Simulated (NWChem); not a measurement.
System: AgF; SMILES [F][Ag]

Computed with NWChem. Medium grid unless said otherwise, to which SCAN and Minnesota functionals are sensitive. The geometry was optimised at PBE0-D3(BJ)/def2-TZVP. def2 effective core potentials on Ag; no spin-orbit coupling. B3LYP is NWChem's, with the RPA form of VWN correlation.

**Question.** Order these by “highest occupied level (eV)”, lowest first: B3LYP/def2-SVP; LC-BLYP (range parameter 0.33 per bohr)/def2-SVP; CAM-B3LYP/def2-SVP; SCAN/def2-SVP; MPW1K/def2-SVP.

**Answer.** LC-BLYP (range parameter 0.33 per bohr)/def2-SVP (-10.00), CAM-B3LYP/def2-SVP (-9.18), MPW1K/def2-SVP (-8.75), B3LYP/def2-SVP (-7.59), SCAN/def2-SVP (-6.47)
